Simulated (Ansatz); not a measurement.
Ansatz (a first-principles code) input (PBE/def2-TZVPD):

Ansatz 0.2 input:
```yaml
crystal:
  periodic: [false, false, false]
  atoms:
    - {symbol: Rb, position_ang: [-0.00000000, -0.00000000, -0.46082120]}
    - {symbol: F, position_ang: [0.00000000, 0.00000000, 1.89448715]}
basis:
  gaussian:
    orbitals: def2-TZVPD
hamiltonian:
  xc: {name: PBE}
output: {forces: true}
```

Output:

```
Functional definition: PBE
integrals: 0.02 GiB planned
521 factors; their error is unknown
mean field: 0.13 GiB planned
mean field evaluation 1: about -3367.3174 eV, gradient 5.6e1 eV
mean field evaluation 2: about -3040.5936 eV, gradient 1.7e2 eV
mean field evaluation 4: about -3366.2207 eV, gradient 6.0e1 eV
mean field evaluation 8: about -3372.4726 eV, gradient 2.3e-1 eV
mean field -3372.47227454 eV, -123.9360701457 hartree, gradient 2.4e-5 eV, S^2 0.000000; 0 other end points of the search recorded, 0 dependent functions left out
the calculation of the forces begins
reference -3372.47231196 eV, -123.9360715207 hartree; 9, 9 occupied and 64, 64 virtual orbitals, 521 factors
Total energy: -3372.47231196 eV, -123.9360715207 hartree
Atom 0 at    -0.000000    -0.000000    -0.460821 Å, force    -0.000000     0.000000    -0.096805 eV/Å
Atom 1 at     0.000000     0.000000     1.894487 Å, force     0.000000    -0.000000     0.096805 eV/Å
Dipole moment:     0.000000     0.000000    -1.843994 e Å
```
